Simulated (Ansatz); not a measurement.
Geometry optimisation, Ansatz, RKS B3LYP/def2-SVP.

Input file:

```yaml
crystal:
  periodic: [false, false, false]
  atoms:
    - { symbol: W, position_ang: [0.0, 0.0, 0.0] }
    - { symbol: H, position_ang: [0.0, 0.0, 2.07] }
    - { symbol: F, position_ang: [1.85, 0.0, 0.0] }
    - { symbol: F, position_ang: [0.0, 1.85, 0.0] }
    - { symbol: F, position_ang: [-1.85, 0.0, 0.0] }
    - { symbol: F, position_ang: [0.0, -1.85, 0.0] }
    - { symbol: H, position_ang: [0.0, 0.0, -1.72] }
    - { symbol: "N", position_ang: [1.5641, 1.6294, 0.7505] }
    - { symbol: H, position_ang: [2.4032, 1.3328, 1.3263] }
    - { symbol: H, position_ang: [1.4216, 2.6516, 0.5089] }
    - { symbol: H, position_ang: [0.7512, 0.7826, 1.9573] }
basis:
  gaussian: { orbitals: def2-SVP }
hamiltonian:
  xc: b3lyp
relax:
  f_tol: 0.15
  max_steps: 25
  restrain:
    - { distance: [0, 7], at: 3.28, k: 30.0 }
    - { distance: [10, 1], at: 1.86, k: 30.0 }
    - { distance: [0, 1], at: 1.72, k: 30.0 }
    - { distance: [10, 7], at: 1.06, k: 30.0 }
output:
  orbitals: {}
```

Run as:

```bash
$ ansatz run input.yaml --threads 4 --pin off --max-ram 5120MiB --backend cpu --events-out ev --progress --plain --runs-dir out
```

Problem. Where does it end, and by what steps?

Solution. The run converged. The restraints hold the end off the free minimum; the threshold counts their pulls, which the force column leaves out. Restrained pairs: W1–N8 (2.38 → 3.27 Å), H2–H11 (1.09 → 1.87 Å), W1–H2 (2.07 → 1.71 Å), N8–H11 (1.68 → 1.04 Å). After 13 steps the energy has fallen by 8.387 eV (the restraints' own energy left out); F3 moved furthest, 1.14 Å. The start is strongly strained (largest force component 8 eV/Å), so its close contacts needn't be bonds.

| step | energy less start (eV) | largest force component (eV/Å) | accepted |
| --- | --- | --- | --- |
| 0 | 0.0000 | 8.371 | yes |
| 1 | -1.7221 | 6.001 | yes |
| 2 | -3.2349 | 4.952 | yes |
| 3 | -4.8942 | 4.228 | yes |
| 4 | -6.0485 | 1.947 | yes |
| 5 | -7.0520 | 1.917 | yes |
| 6 | -7.5142 | 2.045 | yes |
| 7 | -7.9298 | 1.064 | yes |
| 8 | -8.1256 | 0.826 | yes |
| 9 | -8.1442 | 1.085 | yes |
| 10 | -8.2394 | 0.533 | yes |
| 11 | -8.3032 | 0.671 | yes |
| 12 | -8.3405 | 1.015 | yes |
| 13 | -8.3865 | 0.597 | yes |

```xyz
11
Properties=species:S:1:pos:R:3
W -0.168 -0.191 0.056
H -0.038 0.233 1.711
F 1.481 -0.906 0.578
F -0.782 1.570 -0.106
F -2.006 -0.491 0.265
F -0.284 -1.835 -0.832
H 0.755 0.460 -1.218
N 1.920 2.041 1.230
H 2.580 1.400 0.797
H 1.399 2.572 0.537
H 1.283 1.543 1.877
```

Run time: 46 s on 4 threads of Arm Neoverse V1 (shared host), peak memory 0.34 GiB.
